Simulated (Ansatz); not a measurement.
`C[SiH](N)[SiH2]O`. Total charge 0; spin multiplicity 1.

Cartesian coordinates in Å:
```
C 1.6229 -0.2625 1.0214
Si 0.5688 0.3559 -0.3938
N 0.1364 -1.0391 -1.3534
Si -1.5582 1.0602 0.3162
O -2.4243 -0.3535 0.3424
H 1.9003 0.5645 1.6792
H 1.0827 -1.0020 1.6169
H 2.5457 -0.7208 0.6551
H 1.3383 1.3977 -1.1441
H -0.3232 -0.8834 -2.2392
H 0.8287 -1.7664 -1.4627
H -2.1926 2.0473 -0.6062
H -1.5719 1.6670 1.6762
H -1.9534 -1.0651 -0.1080
```

Problem. What are the harmonic wavenumbers in cm⁻¹ at PBE0-D4/def2-TZVP (Ansatz, finite differences of forces, unscaled)? (An estimate is asked.)

Solution. Ansatz gave: 41, 109, 134, 163, 203, 244, 306, 416, 468, 480, 539, 654, 701, 722, 733, 782, 806, 833, 863, 891, 920, 968, 998, 1275, 1448, 1451, 1586, 2157, 2186, 2206, 3048, 3130, 3140, 3568, 3657, 3803.

Problem. Is this a minimum?

Solution. Yes, all 36 modes are real.

Problem. Give the ideal-gas thermochemistry at 298.15 K and 1 bar (rigid rotor, harmonic oscillator; point group C1, symmetry number 1).

Solution. Zero-point energy 272.9 kJ/mol; H(298) − E = 299.3 kJ/mol; entropy 385.5 J/(mol·K), of which translation 167.2, rotation 115.3, vibration 103.0; G(298) − E = 184.3 kJ/mol. Modes under 100 cm⁻¹ are hindered rotations or soft bends, so the harmonic entropy is rough.

Problem. And at 400, 500, 600, 800 and 1000 K?

Solution. 
```
T (K)  H − E (kJ/mol)  S (J/mol/K)  G − E (kJ/mol)
  400           315.4        431.8           142.7
  500           333.7        472.6            97.4
  600           354.0        509.6            48.3
  800           399.0        574.1           -60.3
 1000           448.5        629.3          -180.7
```
